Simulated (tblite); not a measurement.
C4H4N3OSi (doublet state).
Bonds: N1–C2 (triple), C2–C3, C3–C4 (aromatic), C4–C5 (aromatic), C5–Si6, Si6–N7, C5–O8 (aromatic), O8–N9 (aromatic), C3–N9 (aromatic). Hydrogens: H10, H11 on Si6; H12, H13 on N7.

The geometry is computed with GFN2-xTB (gas phase). This method treats the open shell by occupation alone, without spin polarisation.

Problem. What internal coordinates does the optimisation give?

Solution. 
| bond | length (Å) |
| --- | --- |
| N1≡C2 | 1.145 |
| C2–C3 | 1.407 |
| C3–C4 | 1.406 |
| C4–C5 | 1.367 |
| C5–Si6 | 1.884 |
| Si6–N7 | 1.714 |
| C5–O8 | 1.341 |
| O8–N9 | 1.357 |
| C3–N9 | 1.317 |
| Si6–H10 | 1.469 |
| Si6–H11 | 1.460 |
| N7–H12 | 1.006 |
| N7–H13 | 1.007 |

A selection of angles:
| angle | degrees |
| --- | --- |
| N1–C2–C3 | 177.5 |
| C2–C3–C4 | 128.4 |
| C2–C3–N9 | 123.3 |
| C4–C3–N9 | 108.3 |
| C3–C4–C5 | 106.5 |
| C4–C5–Si6 | 134.0 |
| C4–C5–O8 | 107.2 |
| Si6–C5–O8 | 118.8 |
| C5–Si6–N7 | 102.3 |
| C5–O8–N9 | 109.9 |
| C3–N9–O8 | 108.1 |
| H12–N7–Si6 | 120.1 |
| H13–N7–Si6 | 120.7 |

Dihedral angles: C4–C5–Si6–N7 -8° (synperiplanar). The mirror-image conformer, all signs reversed, is as good.

N7 (nitrogen bonded to Si and 2 H) has angles 120.7°, 120.1° and 110.5°, sum 351.2°, 0.20 Å off the plane of its three neighbours. The C–C distances run from 1.367 Å (C4–C5, aromatic) to 1.407 Å (C2–C3, drawn single), a spread of 0.040 Å. The 5-membered ring C3–C4–C5–O8–N9 has internal angles of 106.5° to 109.9°; it is planar, 0.00 Å rms from its mean plane, widest ring torsion 0°. N9 (nitrogen bonded to C and O) is bent (angle 108.1°). C5 (carbon bonded to C, O and Si) is planar (angles 134.0°, 118.8° and 107.2°, sum 360.0°, 0.00 Å off the plane of its three neighbours). C3 (carbon bonded to 2 C and N) is planar (angles 128.4°, 123.3° and 108.3°, sum 360.0°, 0.00 Å off the plane of its three neighbours). Si6 (silicon bonded to C, N and 2 H) is distorted tetrahedral (angles from 102.3° to 118.1°).

Its GFN2-xTB frequencies are all real (lowest 25 cm⁻¹). Torsions: C4–C5–Si6–N7 -8°, C5–Si6–N7–H -179° and 37°. 2 starts were optimised and ended at 0.00 and 0.45 kcal/mol (GFN2-xTB); the lowest of these is shown.

Hardware: one thread of an Arm Neoverse V2, on a shared host. Cost: 0.43 s of wall time. That covers the optimisation of the geometry.
